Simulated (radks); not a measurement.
Values are calculated unless marked as measured or tabulated.
The nuclear charge of the terbium ion Tb2+ is varied continuously with 63 electrons held in [Xe] 4f9. Code: a radial shooting solver on a logarithmic mesh with Libxc functionals. Model: Dirac Kohn-Sham, PBE, spin-unpolarised, spherical densities, point nucleus; open shells fill j = l - 1/2 first. By the Hellmann-Feynman theorem dE/dZ = E(electron-nucleus)/Z, the electronic potential at the nucleus.

Z      E (hartree)  E(electron-nucleus)/Z (hartree)   HOMO  e(HOMO) (eV)  <r> HOMO (bohr)
64.5   -11497.8680                         -438.297  4f7/2        -8.938           0.9762
64.75  -11607.7590                         -440.830  4f7/2       -12.477           0.9368
65     -11718.2828                         -443.360  4f7/2       -16.323           0.9047
65.25  -11829.4391                         -445.891  4f7/2       -20.430           0.8775
65.5   -11941.2281                         -448.422  4f7/2       -24.771           0.8536
65.75  -12053.6501                         -450.954  4f7/2       -29.326           0.8322
66     -12166.7054                         -453.489  4f7/2       -34.081           0.8129

The central difference of E at Z = 65 is -443.360 hartree, to compare with the third column; the second derivative is -10.1 hartree.
